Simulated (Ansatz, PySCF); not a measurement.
Spin states of H2IrO2 (SMILES [OH][Ir][OH]), each relaxed with B3LYP-D3(BJ)/def2-TZVP.
State 1 (charge 0, multiplicity 4):
```xyz
5

Ir     0.00400    -0.30309    -0.06072
O      1.54145     0.00026    -1.11650
H      1.63169     0.76565    -1.69410
O     -1.53965    -0.48393     1.01379
H     -1.69127     0.05087     1.80031
```
State 2 (charge 0, multiplicity 2):
```xyz
5

Ir     0.04604    -0.35007    -0.02806
O      1.38516    -0.05549    -1.24660
H      1.62725     0.83317    -1.53976
O     -1.30435    -0.56420     1.18783
H     -1.80787     0.16633     1.56937
```

Singlets are restricted, other states unrestricted; no spin–orbit coupling, no relativity up to Kr; see below for the cores. The largest T1 diagnostic is 0.032.

Programs: Ansatz (Gaussian basis) for Hartree–Fock, density functionals and correlated methods; PySCF for the dispersion terms.  In def2 rows elements past Kr take small-core potentials, without spin–orbit coupling.

One of these levels gives 1.21 kcal/mol for the energy of the multiplicity-2 state less that of the multiplicity-4 state. Which one is it?
(A) PBE-D3(BJ)/def2-TZVPP
(B) r2SCAN/def2-TZVPP
(C) wB97X-V/def2-TZVPP
(D) BHLYP-D4/def2-TZVPP

B, r2SCAN/def2-TZVPP. The others give -4.75 (PBE-D3(BJ)/def2-TZVPP), 6.75 (BHLYP-D4/def2-TZVPP), -0.26 (wB97X-V/def2-TZVPP)

Doubts at one or more of the structures used: a spin-contaminated determinant (PBE-D3(BJ)/def2-TZVPP, r2SCAN/def2-TZVPP, BHLYP-D4/def2-TZVPP, wB97X-V/def2-TZVPP).

Ansatz is an electronic-structure program.
